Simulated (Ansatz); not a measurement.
One change: `[BH2][SnH2][C]#C` becomes `C#[C][SnH2][CH3]`.

Ansatz, PBE0-D4/def2-TZVP geometries, multiplicity 1. 

Elements past krypton have def2 core potentials.

| property | `[BH2][SnH2][C]#C` |
| --- | --- |
| HOMO–LUMO gap (PBE0/def2-TZVPP) / eV | 4.99 |
| size of the dipole moment (B3LYP/def2-TZVPP) / D | 1.10 |
| HOMO–LUMO gap (ωB97M-V/def2-TZVPP) / eV | 9.10 |
| zero-point energy (PBE0-D4/def2-TZVP) / kJ/mol | 135.2 |
| HOMO energy (PBE0/def2-TZVPP) / eV | -7.70 |
| LUMO energy (PBE/def2-TZVPP) / eV | -3.72 |

Question: What does the change do to each property? (Best estimate.)

Answer: Ansatz gave: 
```
                                        property  `C#[C][SnH2][CH3]`  shift
            HOMO–LUMO gap (PBE0/def2-TZVPP) / eV                7.90   2.91
size of the dipole moment (B3LYP/def2-TZVPP) / D                0.99  -0.11
         HOMO–LUMO gap (ωB97M-V/def2-TZVPP) / eV               11.58   2.48
  zero-point energy (PBE0-D4/def2-TZVP) / kJ/mol               179.1   43.9
              HOMO energy (PBE0/def2-TZVPP) / eV               -7.88  -0.18
               LUMO energy (PBE/def2-TZVPP) / eV               -0.79   2.93
```

With PBE0 the HOMO falls by 0.18 eV and the LUMO rises by 2.73 eV, so the gap widens by about 2.91 eV. PBE moves the HOMO by -0.14 eV and ωB97M-V by -0.24 eV. The zero-point energy changes by 43.9 kJ/mol with +3 modes. Dipoles are sizes alone; their direction can turn.

B3LYP here is the variant with VWN-RPA as its local correlation; programs differ in this.
